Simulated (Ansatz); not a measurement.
Two members of one family (Series AlCl2X), computed with Ansatz in the gas phase. The two geometries come from different levels. Binding counts from free atoms in the multiplicity of their measured ground term, without zero-point energy. A dash marks a value that wasn't run or was left out as unsound. The structures are stationary points that may keep the symmetry of their start.

First: AlCl2F (singlet, charge 0, r2SCAN-D4/def2-TZVP geometry).

Cartesian coordinates in Å:
```
Al -0.007 0.073 -0.059
Cl 0.409 -1.793 -0.842
Cl -0.275 0.368 1.970
F -0.127 1.352 -1.069
```

```tsv
level	HOMO (eV)	LUMO (eV)	gap (eV)	vertical IE (eV)	binding per atom (eV)
PBE-D4/def2-SVP	-7.97	-1.97	6.00	–	3.79
PBE-D4/def2-TZVP	-8.18	-2.19	6.00	11.40	3.78
revPBE-D4/def2-TZVP	-8.12	-2.02	6.10	–	3.67
PBE0-D4/def2-SVP	-9.49	-1.14	8.35	–	3.70
PBE0-D4/def2-TZVP	-9.64	-1.32	8.31	11.91	3.72
```

Second: AlCl2Br (singlet, charge 0, B3LYP-D4/def2-SVP geometry).

```xyz
4

Al    0.009   -0.031    0.005
Cl    0.088   -0.818    1.936
Cl    0.502   -1.246   -1.619
Br   -0.599    2.096   -0.323
```

Problem. Estimate how these quantities change from the first to the second (second minus first).

Solution. 
```csv
level,Δ HOMO (eV),Δ LUMO (eV),Δ gap (eV),Δ vertical IE (eV),Δ binding per atom (eV)
PBE-D4/def2-SVP,0.48,-0.15,-0.63,–,-0.55
PBE-D4/def2-TZVP,0.53,-0.13,-0.67,-0.88,-0.56
revPBE-D4/def2-TZVP,0.53,-0.15,-0.68,–,-0.54
PBE0-D4/def2-SVP,0.61,-0.17,-0.78,–,-0.49
PBE0-D4/def2-TZVP,0.66,-0.16,-0.82,-0.86,-0.52
```
